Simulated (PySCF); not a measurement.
BiPb: frontier orbitals

B97-3 at R = 2.802 Å; PySCF, scalar-relativistic core potentials, basis sets Bi cc-pVDZ-PP with ECP60, Pb cc-pVDZ-PP with ECP60. State: ²Π (doublet), unpaired electrons π ↑. Only the outer orbitals are listed, counted within each symmetry, core potentials removing the inner ones.

| spin | orbital | occ. | ε (eV) | on Bi (%) | main shells (%) |
| --- | --- | --- | --- | --- | --- |
| α | 7σ | 1 | -16.16 | 80 | 79 Bi s, 17 Pb s |
| α | 8σ | 1 | -12.75 | 22 | 77 Pb s, 17 Bi s |
| α | 9σ | 1 | -5.84 | 55 | 54 Bi p, 41 Pb p |
| α | 5π | 1 | -5.83 | 76 | 75 Bi p, 23 Pb p |
| α | 5π | 1 | -5.33 | 73 | 72 Bi p, 27 Pb p |
| α | 6π | 0 | -2.34 | 24 | 76 Pb p, 24 Bi p |
| α | 6π | 0 | -1.99 | 27 | 73 Pb p, 27 Bi p |
| α | 10σ | 0 | 0.15 | 37 | 64 Pb p, 41 Bi p |
| β | 7σ | 1 | -15.48 | 72 | 71 Bi s, 25 Pb s |
| β | 8σ | 1 | -12.58 | 29 | 70 Pb s, 25 Bi s |
| β | 9σ | 1 | -5.63 | 53 | 51 Bi p, 44 Pb p |
| β | 5π | 1 | -5.03 | 53 | 53 Bi p, 46 Pb p |
| β | 5π | 0 | -3.68 | 53 | 52 Bi p, 47 Pb p |
| β | 6π | 0 | -1.93 | 46 | 53 Pb p, 46 Bi p |
| β | 6π | 0 | -1.81 | 47 | 53 Pb p, 47 Bi p |

Problem. Which are the highest filled and the lowest empty level, where do they sit, and how wide is the gap?

Solution. Highest filled β 5π at -5.03 eV (in %: 53 Bi p, 46 Pb p); lowest empty β 5π at -3.68 eV (in %: 52 Bi p, 47 Pb p); the gap at B97-3 is 1.35 eV. Both belong to one degenerate shell, split only by its one-sided filling, so this is no excitation gap.

```json
{
 "bond order (Mayer)": "2.23",
 "⟨S²⟩": "0.791",
 "charge on Bi (Mulliken, basis-dependent)": "-0.14",
 "charge on Bi (Löwdin, basis-dependent)": "-0.10",
 "dipole moment (positive dipole means Bi(−)Pb(+))": "1.52 D"
}
```

Spin–orbit coupling is left out, which matters for elements this heavy, above all for dissociation energies. The state was picked by a PBE0 search and need not be the measured ground state.
